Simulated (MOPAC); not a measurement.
MOPAC input (AM1):

```
AM1 FORCE THERMO(298,298) PRECISE LET CHARGE=-1 GEO-OK AUX(PRECISION=9) THREADS=1
C2H2BBr2

C    -2.01607728 1   -2.36130946 1    0.59378320 1
C    -1.19024428 1   -1.39405620 1    0.35054671 1
B    -0.29541542 1   -0.34603358 1    0.08704204 1
Br   -0.76078645 1    1.47638120 1    0.35223725 1
Br    1.46417314 1   -0.65253649 1   -0.55940987 1
H    -2.09459831 1   -2.86251213 1    1.57258066 1
H    -2.71348527 1   -2.76890903 1   -0.15646213 1
```

Output:

```
 *******************************************************************************
 **                                                                           **
 **                              MOPAC v23.2.5                                **
 **                                                                           **
 *******************************************************************************
 ** MOPAC's Digital Object Identifier: https://doi.org/10.5281/zenodo.6511958 **
 **                                                                           **
 ** Please cite the open-source release paper for use of this MOPAC version:  **
 ** J. E. Moussa and J. J. P. Stewart (2026)                                  **
 ** MOPAC: An open-source semiempirical molecular orbital program             **
 ** J. Open Source Softw., 11(119), 8025, https://doi.org/10.21105/joss.08025 **
 *******************************************************************************

                              AM1 CALCULATION RESULTS

 *******************************************************************************
 *  AM1        - The AM1 Hamiltonian to be used
 *  GEO-OK     - OVERRIDE INTERATOMIC DISTANCE AND OTHER SAFETY CHECKS
 *
 *
 *
 *                 CHARGE ON SYSTEM = -1
 *
 *
 *
 *  LET        - OVERRIDE SOME SAFETY CHECKS
 *  PRECISE    - TIGHTER CRITERIA TO BE USED
 *  FORCE      - FORCE CALCULATION SPECIFIED
 *  AUX        - OUTPUT AUXILIARY INFORMATION
 *  THERMO     - THERMODYNAMIC QUANTITIES TO BE CALCULATED
 *******************************************************************************
AM1 FORCE THERMO(298,298) PRECISE LET CHARGE=-1 GEO-OK AUX(PRECISION=9) THREADS=1
 C2H2BBr2

   ATOM   CHEMICAL          X               Y               Z
  NUMBER   SYMBOL      (ANGSTROMS)     (ANGSTROMS)     (ANGSTROMS)

     1       C         -2.01607728  *  -2.36130946  *   0.59378320  *
     2       C         -1.19024428  *  -1.39405620  *   0.35054671  *
     3       B         -0.29541542  *  -0.34603358  *   0.08704204  *
     4      Br         -0.76078645  *   1.47638120  *   0.35223725  *
     5      Br          1.46417314  *  -0.65253649  *  -0.55940987  *
     6       H         -2.09459831  *  -2.86251213  *   1.57258066  *
     7       H         -2.71348527  *  -2.76890903  *  -0.15646213  *

          CARTESIAN COORDINATES

    NO.       ATOM           X           Y           Z

     1         C         -2.0161     -2.3613      0.5938
     2         C         -1.1902     -1.3941      0.3505
     3         B         -0.2954     -0.3460      0.0870
     4        Br         -0.7608      1.4764      0.3522
     5        Br          1.4642     -0.6525     -0.5594
     6         H         -2.0946     -2.8625      1.5726
     7         H         -2.7135     -2.7689     -0.1565

  H: (AM1): M.J.S. DEWAR ET AL, J. AM. CHEM. SOC. 107 3902-3909 (1985)
  B: (AM1): M.J.S. DEWAR ET AL, ORGANOMETALLICS, 7, 513-521 (1988)
  C: (AM1): M.J.S. DEWAR ET AL, J. AM. CHEM. SOC. 107 3902-3909 (1985)
[...]
 REDUCED MASS        0.8743         C 2 -- B 3          +0.7% ( 10.4%)      0.0%
 EFFECTIVE MASS      4.0624
 FORCE CONSTANT      0.5409

 VIBRATION         11    3A1         ATOM PAIR     ENERGY CONTRIBUTION    RADIAL
 FREQUENCY          1308.25         B 3 -- Br5         +22.8% ( 68.4%)     32.9%
 TRANSITION DIPOLE   1.4406         B 3 -- Br4         +22.8% ( 68.4%)     32.9%
 TRAVEL (Ang.)       0.1486         C 2 -- B 3         +19.5% ( 63.3%)    100.0%
 REDUCED MASS        2.3333         C 1 -- H 6         +12.9% ( 51.5%)     24.9%
 EFFECTIVE MASS      7.0603         C 1 -- H 7         +12.9% ( 51.5%)     24.9%
 FORCE CONSTANT      2.3529

 VIBRATION         12    4A1         ATOM PAIR     ENERGY CONTRIBUTION    RADIAL
 FREQUENCY          1459.99         C 1 -- H 6         +26.9% ( 67.7%)      5.4%
 TRANSITION DIPOLE   0.2436         C 1 -- H 7         +26.9% ( 67.7%)      5.4%
 TRAVEL (Ang.)       0.1777         C 1 -- C 2         +13.7% ( 48.2%)    100.0%
 REDUCED MASS        1.4634         C 2 -- B 3         +12.4% ( 46.0%)    100.0%
 EFFECTIVE MASS      5.9600         B 3 -- Br5         +10.0% ( 41.3%)     31.9%
 FORCE CONSTANT      1.8378         B 3 -- Br4         +10.0% ( 41.3%)     31.9%

 VIBRATION         13    5A1         ATOM PAIR     ENERGY CONTRIBUTION    RADIAL
 FREQUENCY          2147.92         C 1 -- C 2         +45.7% ( 88.8%)    100.0%
 TRANSITION DIPOLE   3.8025         C 2 -- B 3         +38.2% ( 81.1%)    100.0%
 TRAVEL (Ang.)       0.0730         C 1 -- H 6          +5.1% ( 29.6%)     22.4%
 REDUCED MASS        5.8842         C 1 -- H 7          +5.1% ( 29.6%)     22.3%
 EFFECTIVE MASS     11.7956
 FORCE CONSTANT     15.9945

 VIBRATION         14    4B1         ATOM PAIR     ENERGY CONTRIBUTION    RADIAL
 FREQUENCY          3086.94         C 1 -- H 6         +49.5% ( 72.5%)     98.0%
 TRANSITION DIPOLE   0.5307         C 1 -- H 7         +49.5% ( 72.5%)     98.0%
 TRAVEL (Ang.)       0.2060         C 1 -- C 2          +1.0% ( 10.1%)      0.0%
 REDUCED MASS        0.5145
 EFFECTIVE MASS      1.5154
 FORCE CONSTANT      2.8887

 VIBRATION         15    6A1         ATOM PAIR     ENERGY CONTRIBUTION    RADIAL
 FREQUENCY          3156.81         C 1 -- H 7         +49.5% ( 69.3%)     96.8%
 TRANSITION DIPOLE   0.3923         C 1 -- H 6         +49.5% ( 69.3%)     96.8%
 TRAVEL (Ang.)       0.2102         C 1 -- C 2          +0.9% (  9.3%)    100.0%
 REDUCED MASS        0.4836
 EFFECTIVE MASS      1.2727
 FORCE CONSTANT      2.8396

      SYMMETRY NUMBER FOR POINT-GROUP C2v =  2

          SYSTEM IS A GROUND STATE

 C2H2BBr2

          MOLECULE IS NOT LINEAR

          THERE ARE 15 GENUINE VIBRATIONS IN THIS SYSTEM
          THIS THERMODYNAMICS CALCULATION IS LIMITED TO
          MOLECULES WHICH HAVE NO INTERNAL ROTATIONS

                    CALCULATED THERMODYNAMIC PROPERTIES
                                          *
   TEMP. (K)   PARTITION FUNCTION   H.O.F.    ENTHALPY  HEAT CAPACITY ENTROPY
                                   KCAL/MOL   CAL/MOLE    CAL/K/MOL  CAL/K/MOL

 298.00  VIB.     0.1246D+02                  1976.1729    12.6733    11.6440
         ROT.     0.3084D+06                   888.2803     2.9808    28.0976
         INT.     0.3843D+07                  2864.4532    15.6541    39.7416
         TRA.     0.2666D+28                  1480.4672     4.9680    41.7317
         TOT.                      -23.636    4344.9203    20.6221    81.4733

   *: NOTE: HEATS OF FORMATION ARE RELATIVE TO THE
            ELEMENTS IN THEIR STANDARD STATE AT 298K
              (=  Standard Enthalpy of Formation).

            Hvib:  Zero-point energy is not included.
                   frequencies of less than zero cm-1 are not included.
            Hrot = (3/2)RT
            Htra = (3/2)RT + pV = (5/2)RT

            Heat capacity is Cp, not Cv

          For more information, see: HTTP://OpenMOPAC.net/Manual/thermochemistry.html

           FORCE CONSTANT IN CARTESIAN COORDINATES (Millidynes/A)

    ATOM   CHEMICAL       X               Y               Z
   NUMBER   SYMBOL  FORCE CONSTANT  FORCE CONSTANT  FORCE CONSTANT

      1       C       15.338590        7.348971        2.108431
      2       C       21.915847        0.940852        1.621540
      3       B       11.497782        0.946573        4.797788
      4      Br        1.387061        0.258813        2.841653
      5      Br        1.387182        0.258733        2.841612
      6       H        2.232986        3.767119        0.478143
      7       H        2.233412        3.766681        0.478156

 **********************
 *                    *
 * JOB ENDED NORMALLY *
 *                    *
 **********************

 == MOPAC DONE ==
```

The dipole moment of an ion depends on the origin.
